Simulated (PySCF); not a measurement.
PySCF job for F₃Ge, SMILES [F][Ge]([F])[F] (connectivity only; charge and spin as stated), charge +1, multiplicity 1, PBE-D3(BJ)/def2-SVP. Geometry optimised at PBE-D3(BJ)/def2-SVP. The spin state was assumed, not searched. The isomer is the one that the SMILES or the coordinates give; other isomers of the formula were not compared.

```python
import numpy as np
from pyscf import gto, scf, dft, df
from pyscf.hessian import thermo

mol = gto.M(
    atom='''
    F     1.68417080    0.00000000    0.00000000
    Ge    0.00000000   -0.00000000    0.00000000
    F    -0.84208540    1.45853470    0.00000000
    F    -0.84208540   -1.45853469    0.00000000
    ''',
    basis='def2-SVP',
    charge=1,
    spin=0,
    max_memory=1600,
    verbose=3,
)
mf = dft.RKS(mol, xc='pbe').density_fit(auxbasis='def2-universal-jkfit')
mf.disp = 'd3bj'
mf.grids.level = 3
mf.conv_tol = 1e-11
mf.max_cycle = 100
mf.kernel()

# [left out here: the lines that compute and print the analytic Hessian (its translational invariance restored by hand, since the grid's response is missing), thermochemistry and intensities]
```

It prints:

```
converged SCF energy = -2375.14641553167

WARN: DFTD3 does not support analytical Hessian, using finite difference


WARN: Mole.unit (angstrom) is changed to Bohr

Mode                                 0                   1                   2
Irrep
Freq [cm^-1]                      198.9279            198.9392            200.1584
Reduced mass [au]                  21.4809             21.4809             28.1324
Force const [Dyne/A]                0.5008              0.5009              0.6641
Char temp [K]                     286.2130            286.2293            287.9834
Normal mode                   x     y     z       x     y     z       x     y     z
       0   F                 0.05  0.00  0.00   -0.00  0.17  0.00   -0.00 -0.00  0.10
       1  Ge                 0.05 -0.00 -0.00   -0.00 -0.05 -0.00   -0.00  0.00 -0.08
       2   F                -0.11 -0.09  0.00    0.09  0.01  0.00    0.00  0.00  0.10
       3   F                -0.11  0.09  0.00   -0.09  0.01  0.00    0.00 -0.00  0.10
Mode                                 3                   4                   5
Irrep
Freq [cm^-1]                      712.4106            841.1232            841.1337
Reduced mass [au]                  18.9984             24.0215             24.0215
Force const [Dyne/A]                5.6810             10.0131             10.0134
Char temp [K]                    1025.0002           1210.1890           1210.2042
Normal mode                   x     y     z       x     y     z       x     y     z
       0   F                 0.13  0.00  0.00    0.00  0.00 -0.00   -0.16  0.00 -0.00
       1  Ge                 0.00 -0.00 -0.00   -0.00 -0.06  0.00    0.06 -0.00  0.00
       2   F                -0.07  0.11  0.00   -0.07  0.12 -0.00   -0.04  0.07 -0.00
       3   F                -0.07 -0.11  0.00    0.07  0.12 -0.00   -0.04 -0.07 -0.00
temperature 298.1500 [K]
pressure 101325.00 [Pa]
Rotational constants [GHz] 6.25225 6.25225 3.12613
Symmetry number 6
Zero-point energy (ZPE) 0.00682 [Eh]   17900.279 [J/mol]
                           tot       elec      trans        rot        vib
Entropy [J/mol/K]       290.249      0.000    169.416     91.286     29.547
Cv [J/mol/K]             56.318      0.000     12.472     12.472     31.375
Cp [J/mol/K]             64.632      0.000     20.786     12.472     31.375
Internal energy [J/mol]                      3718.434   3718.434  22961.508
Internal energy [Eh]   -2375.13484  -2375.14642
Enthalpy [J/mol]                             6197.391   3718.434  22961.508
Enthalpy [Eh]          -2375.13389
Gibbs free energy [J/mol]                  -44314.048 -23498.593  14152.097
Gibbs free energy [Eh] -2375.16685
mode   freq/cm-1   IR/(km/mol)
   1      198.93        22.721
   2      198.94        22.721
   3      200.16        36.318
   4      712.41         0.000
   5      841.12        48.023
   6      841.13        48.010
max |gradient| / (hartree/bohr): 0.0003430111616217565
APT charges: [-0.3127  1.9381 -0.3127 -0.3127]
```

Self-consistency was reached.

Cost: around 30 core-seconds (rough).
